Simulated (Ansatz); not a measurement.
Steps of a relaxation of C$_{2}$H$_{7}$GaGe (`C=[CH][GaH][GeH3]`) with RKS PBE0-D4/def2-TZVP.

```sh
$ ansatz run in.yaml --threads 4 --pin off --events-out ev --progress --plain --max-ram 10444MiB
```

```yaml
crystal:
  periodic: [false, false, false]
  atoms:
    - {symbol: C, position_ang: [-0.593880, 1.865800, 0.548500]}
    - {symbol: C, position_ang: [-0.152690, 1.056900, 1.507960]}
    - {symbol: Ga, position_ang: [0.398610, -0.797570, 0.919370]}
    - {symbol: Ge, position_ang: [0.298030, -1.407200, -1.445150]}
    - {symbol: H, position_ang: [-0.648520, 1.522270, -0.483640]}
    - {symbol: H, position_ang: [-0.921130, 2.884500, 0.714940]}
    - {symbol: H, position_ang: [-0.113350, 1.427870, 2.531910]}
    - {symbol: H, position_ang: [0.905480, -1.843020, 2.031030]}
    - {symbol: H, position_ang: [1.013340, -2.672820, -1.861870]}
    - {symbol: H, position_ang: [-1.077330, -1.629530, -2.044230]}
    - {symbol: H, position_ang: [0.891430, -0.407210, -2.418820]}
basis:
  gaussian: {orbitals: def2-TZVP}
hamiltonian: {xc: pbe0, dispersion: d4}
relax: {f_tol: 0.005, max_steps: 150}
```

Positions (Å) and forces (eV/Å) along the path, 12 of 29 steps:

```xyz
11
step=1 energy=-111067.4641 eV
C    -0.594    1.866    0.548   -0.024   -0.088   -0.251
C    -0.153    1.057    1.508    0.240   -0.862   -0.412
Ga    0.399   -0.798    0.919   -0.050    0.472    0.880
Ge    0.298   -1.407   -1.445   -0.005    0.064   -0.132
H    -0.649    1.522   -0.484   -0.017    0.113   -0.006
H    -0.921    2.885    0.715   -0.054    0.181    0.104
H    -0.113    1.428    2.532    0.049   -0.147   -0.038
H     0.905   -1.843    2.031   -0.130    0.235   -0.350
H     1.013   -2.673   -1.862    0.356   -0.541    0.201
H    -1.077   -1.630   -2.044   -0.613    0.008    0.101
H     0.891   -0.407   -2.419    0.249    0.565   -0.098
11
step=5 energy=-111067.6145 eV rejected
C    -0.614    1.861    0.518    0.266    0.111   -0.133
C    -0.154    1.001    1.428   -0.036   -0.019   -0.025
Ga    0.405   -0.799    0.914    0.004   -0.037    0.005
Ge    0.308   -1.411   -1.459    0.013   -0.003   -0.012
H    -0.646    1.611   -0.543   -0.110   -0.020    0.091
H    -0.910    2.879    0.765   -0.081   -0.051    0.026
H    -0.104    1.334    2.463   -0.038   -0.016    0.002
H     0.892   -1.826    2.000    0.003   -0.002    0.003
H     1.058   -2.716   -1.785    0.011   -0.005    0.036
H    -1.144   -1.613   -1.934   -0.038    0.005    0.013
H     0.909   -0.321   -2.367    0.006    0.037   -0.007
11
step=8 energy=-111067.6208 eV
C    -0.563    1.875    0.502    0.017   -0.022    0.039
C    -0.169    0.991    1.420   -0.003    0.006   -0.010
Ga    0.408   -0.805    0.913   -0.005   -0.001    0.002
Ge    0.301   -1.408   -1.456    0.004    0.008   -0.028
H    -0.572    1.637   -0.559   -0.005    0.008    0.008
H    -0.892    2.879    0.762   -0.002    0.004   -0.013
H    -0.182    1.301    2.465   -0.003    0.010   -0.022
H     0.898   -1.830    2.001    0.000   -0.003    0.007
H     1.096   -2.685   -1.787   -0.004    0.009    0.000
H    -1.160   -1.665   -1.884    0.013   -0.003    0.001
H     0.834   -0.290   -2.377   -0.013   -0.016    0.015
11
step=11 energy=-111067.6219 eV
C    -0.520    1.885    0.496    0.001   -0.060    0.031
C    -0.182    0.985    1.423   -0.006    0.034   -0.089
Ga    0.383   -0.816    0.922    0.004    0.004   -0.008
Ge    0.287   -1.409   -1.452   -0.008   -0.012   -0.062
H    -0.500    1.654   -0.567    0.006    0.000    0.022
H    -0.835    2.895    0.750    0.001    0.020    0.001
H    -0.226    1.293    2.465    0.002    0.009    0.038
H     0.864   -1.842    2.012   -0.010   -0.003   -0.003
H     1.178   -2.616   -1.812   -0.024    0.038    0.015
H    -1.158   -1.783   -1.860    0.051    0.008    0.019
H     0.708   -0.245   -2.377   -0.017   -0.037    0.036
11
step=13 energy=-111067.6234 eV
C    -0.488    1.907    0.504   -0.054   -0.048   -0.091
C    -0.168    0.996    1.423    0.010   -0.032   -0.071
Ga    0.344   -0.820    0.914    0.011    0.010    0.007
Ge    0.280   -1.414   -1.459   -0.007   -0.053   -0.081
H    -0.481    1.676   -0.561    0.023    0.023    0.061
H    -0.785    2.921    0.760    0.015    0.024    0.014
H    -0.204    1.297    2.467    0.008    0.024    0.083
H     0.766   -1.873    2.005   -0.011    0.002   -0.001
H     1.282   -2.539   -1.813   -0.074    0.088    0.017
H    -1.129   -1.932   -1.845    0.103    0.033    0.018
H     0.583   -0.219   -2.393   -0.024   -0.070    0.044
11
step=15 energy=-111067.6253 eV
C    -0.478    1.912    0.503    0.009    0.027    0.030
C    -0.165    0.998    1.422    0.008    0.017    0.043
Ga    0.332   -0.822    0.915   -0.015   -0.012    0.012
Ge    0.277   -1.419   -1.458   -0.012   -0.016   -0.080
H    -0.463    1.685   -0.560   -0.006   -0.007   -0.026
H    -0.761    2.932    0.760    0.005   -0.028    0.000
H    -0.196    1.301    2.470   -0.003   -0.015   -0.053
H     0.719   -1.885    2.009   -0.001    0.010   -0.006
H     1.323   -2.494   -1.827   -0.042    0.049    0.020
H    -1.107   -1.996   -1.839    0.069    0.023    0.025
H     0.518   -0.212   -2.394   -0.012   -0.047    0.034
11
step=20 energy=-111067.6298 eV
C    -0.395    1.943    0.506   -0.015   -0.035   -0.035
C    -0.154    1.006    1.424    0.011   -0.007   -0.070
Ga    0.238   -0.837    0.910   -0.015    0.010    0.006
Ge    0.245   -1.425   -1.464    0.007   -0.035   -0.025
H    -0.385    1.721   -0.560    0.009    0.014    0.045
H    -0.618    2.975    0.769    0.003    0.008   -0.002
H    -0.183    1.303    2.470    0.001    0.011    0.058
H     0.529   -1.932    2.002    0.001    0.001    0.000
H     1.502   -2.242   -1.837   -0.048    0.032    0.001
H    -0.977   -2.306   -1.811    0.045    0.027    0.008
H     0.198   -0.206   -2.410    0.001   -0.026    0.014
11
step=22 energy=-111067.6306 eV
C    -0.365    1.950    0.506   -0.018   -0.006    0.009
C    -0.153    1.007    1.425   -0.005    0.020   -0.004
Ga    0.208   -0.842    0.913    0.010    0.002    0.004
Ge    0.235   -1.427   -1.462   -0.013   -0.024   -0.062
H    -0.345    1.729   -0.559    0.006    0.000    0.000
H    -0.573    2.987    0.766    0.013   -0.015    0.004
H    -0.190    1.303    2.473    0.003   -0.003   -0.011
H     0.471   -1.943    2.006   -0.004    0.003   -0.004
H     1.541   -2.149   -1.856   -0.030    0.018    0.018
H    -0.921   -2.396   -1.802    0.039    0.032    0.015
H     0.091   -0.217   -2.411    0.001   -0.027    0.032
11
step=24 energy=-111067.6309 eV
C    -0.361    1.950    0.504    0.009    0.007    0.011
C    -0.153    1.006    1.423   -0.003    0.009    0.017
Ga    0.201   -0.845    0.912   -0.001    0.001   -0.002
Ge    0.231   -1.427   -1.464    0.002   -0.002    0.000
H    -0.340    1.729   -0.560   -0.003   -0.004   -0.011
H    -0.558    2.988    0.765   -0.002   -0.008    0.003
H    -0.187    1.302    2.471    0.000   -0.002   -0.017
H     0.457   -1.946    2.006   -0.001    0.000   -0.002
H     1.550   -2.124   -1.853   -0.006    0.003   -0.001
H    -0.905   -2.415   -1.800    0.005    0.002   -0.002
H     0.065   -0.218   -2.406    0.000   -0.007    0.005
11
step=25 energy=-111067.6310 eV
C    -0.354    1.952    0.504    0.003    0.007    0.008
C    -0.153    1.006    1.423    0.001    0.004    0.017
Ga    0.194   -0.846    0.912   -0.003   -0.004   -0.001
Ge    0.228   -1.429   -1.463    0.005    0.002    0.006
H    -0.334    1.731   -0.560   -0.001   -0.003   -0.011
H    -0.547    2.991    0.765   -0.002   -0.003    0.002
H    -0.186    1.302    2.471    0.000   -0.002   -0.015
H     0.443   -1.948    2.006    0.000    0.000    0.001
H     1.559   -2.102   -1.856   -0.002    0.003   -0.001
H    -0.890   -2.436   -1.801   -0.002   -0.002   -0.001
H     0.041   -0.221   -2.403    0.000   -0.002   -0.004
11
step=26 energy=-111067.6311 eV
C    -0.342    1.954    0.504   -0.002    0.004    0.007
C    -0.151    1.007    1.423    0.005   -0.001    0.012
Ga    0.181   -0.848    0.913   -0.003   -0.002   -0.001
Ge    0.223   -1.430   -1.463    0.007   -0.007   -0.005
H    -0.323    1.734   -0.560    0.000   -0.002   -0.010
H    -0.526    2.995    0.766    0.000    0.001    0.001
H    -0.184    1.303    2.471   -0.001    0.000   -0.009
H     0.417   -1.953    2.007    0.000    0.000    0.000
H     1.575   -2.060   -1.858   -0.015    0.007    0.002
H    -0.864   -2.472   -1.799    0.008    0.006    0.002
H    -0.004   -0.229   -2.403    0.002   -0.006    0.001
11
step=29 energy=-111067.6311 eV
C    -0.339    1.955    0.505    0.004    0.000   -0.002
C    -0.149    1.008    1.424    0.000   -0.003   -0.004
Ga    0.175   -0.849    0.912   -0.001    0.001    0.000
Ge    0.222   -1.430   -1.463   -0.002    0.001    0.001
H    -0.322    1.735   -0.560   -0.002    0.001    0.003
H    -0.520    2.996    0.767   -0.002    0.001   -0.001
H    -0.179    1.304    2.471    0.000    0.001    0.004
H     0.403   -1.956    2.006    0.000    0.000    0.000
H     1.580   -2.044   -1.859    0.002   -0.001   -0.001
H    -0.852   -2.485   -1.797    0.000    0.000    0.000
H    -0.019   -0.233   -2.405    0.000    0.000    0.000
```

Hardware: 4 threads of an Intel Xeon 6975P-C on a shared host. Wall time 74 s, peak host memory 0.67 GiB.
